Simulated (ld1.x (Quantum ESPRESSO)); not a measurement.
# neon, RRKJ: configuration errors across variants

Ne, norm-conserving RRKJ (Kleinman–Bylander form), made with ld1.x (Quantum ESPRESSO) 7.5 (PBE, scalar-relativistic). Core [He], reference 2s2 2p5 (charge +1). Waves: 2s (bound): rc 0.70 bohr; 2p (bound): rc 1.20 bohr. Local part: all-electron potential smoothed inside 0.70 bohr (lloc = -1). Core correction: Bessel-smoothed model core, default radius (core density twice the valence density). rho0 = 0.01.

All-electron excitation energies from the reference (eV): (1) 2s2 2p6 -22.475; (2) 2s2 2p4 43.268; (3) 2s2 2p3 110.699; (4) 2s1 2p6 23.407; (5) 2s2 2p5.5 -13.608; (6) 2s2 2p2 205.328.

The default core radius of the base comes out at 0.25 bohr.

2 further variants failed, have other tests or another functional or relativity, and are left out.

A true bound ghost makes a file unfit for plane-wave use even where its test errors are small: the radial tests pick states by their node count and pass the ghost by.

Errors AE − PS in meV (a dash: test not solved or not reliable):

| change | (1) | (2) | (3) | (4) | (5) | (6) | bound ghosts |
| --- | --- | --- | --- | --- | --- | --- | --- |
| base | +14 | +61 | +436 | +27 | +6.1 | +1547 | none |
| core correction Bessel-smoothed model core inside 0.70 bohr | +13 | +61 | +436 | +30 | +6.0 | +1552 | none |
| wave 2p (bound): rc 1.20 bohr becomes 2p (bound): rc 0.98 bohr | +4.2 | +17 | +148 | +15 | +2.3 | +579 | none |
| type ultrasoft; waves now 2s (bound): rcut 0.60, rcutus 0.70 bohr; 2s channel at 0.6 Ry: rcut 0.60, rcutus 0.70 bohr; 2p (bound): rcut 1.05, rcutus 1.20 bohr; 2p channel at 1.7 Ry: rcut 1.05, rcutus 1.20 bohr; local potential all-electron potential smoothed inside 1.10 bohr (lloc = -1); augmentation PSQ, radius 0.55 bohr; rho0 0 | -2.5 | -13 | -56 | +2.5 | -0.4 | -122 | none |
| all radii but the core radius scaled by about 1.22 (s 0.86, p 1.46 bohr); local potential all-electron potential smoothed inside 0.86 bohr (lloc = -1) | +45 | +175 | +1119 | +24 | +18 | +3668 | none |
| local potential all-electron potential smoothed inside 1.14 bohr (lloc = -1) | +3.9 | +43 | +347 | +28 | +3.1 | +1313 | s |
| wave 2s (bound): rc 0.70 bohr becomes 2s (bound): rc 0.84 bohr | +13 | +59 | +424 | +26 | +5.8 | +1513 | none |
| local potential the p channel | -18 | +4.3 | +164 | +25 | -3.4 | +844 | none |

**Question.** Give the same row for: local potential all-electron potential smoothed inside 0.95 bohr (lloc = -1).

**Answer.** +11, +57, +417, +28, +5.4, +1499; bound ghosts: none.
